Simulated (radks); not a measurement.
Radial electron density D(r) = 4 pi r^2 rho(r) of an atom or ion with 21 electrons. All-electron calculation, scalar-relativistic Kohn-Sham, PBE, spin-polarised, spherical densities, point nucleus. Program: a radial shooting solver on a logarithmic mesh with Libxc functionals.

r (bohr),D(r) (e/bohr),spin D(r)
0.006225,3.599,-0.000261
0.007914,5.324,-0.000386
0.01006,7.705,-0.000557
0.01279,10.85,-0.000784
0.01626,14.74,-0.00106
0.02067,19.17,-0.00139
0.02628,23.59,-0.00173
0.0334,27.11,-0.00205
0.0428,28.74,-0.00235
0.05441,27.78,-0.00267
0.06917,24.95,-0.00293
0.08794,22.35,-0.00222
0.1118,22.57,0.00360
0.1421,26.34,0.0267
0.1807,30.70,0.0941
0.2297,30.64,0.253
0.2943,23.73,0.574
0.3741,14.78,1.07
0.4756,10.28,1.72
0.6046,11.47,2.36
0.7686,13.12,2.66
0.9771,11.00,2.44
1.242,6.427,1.79
1.579,2.645,1.03
2.024,0.7544,0.427
2.572,0.1661,0.128
3.27,0.02577,0.0237
4.157,0.002329,0.00228

What is the nuclear charge?

Answer. Z = 24. The innermost maximum, from 1s, lies near gamma/Z bohr with gamma = sqrt(1 - (Z/c)^2) = 0.985, here 0.041 bohr (found: 0.0442), and its height grows with Z. The density is that of the chromium ion Cr3+ in [Ar] 3d3; the configuration itself is not fixed sharply by these data, and Z only to about a unit. D(r) has 3 maxima, at r = 0.0442, 0.204, 0.769 bohr, and minima at 0.0984, 0.499 bohr, inside which lie 2.13, 10.54 electrons.
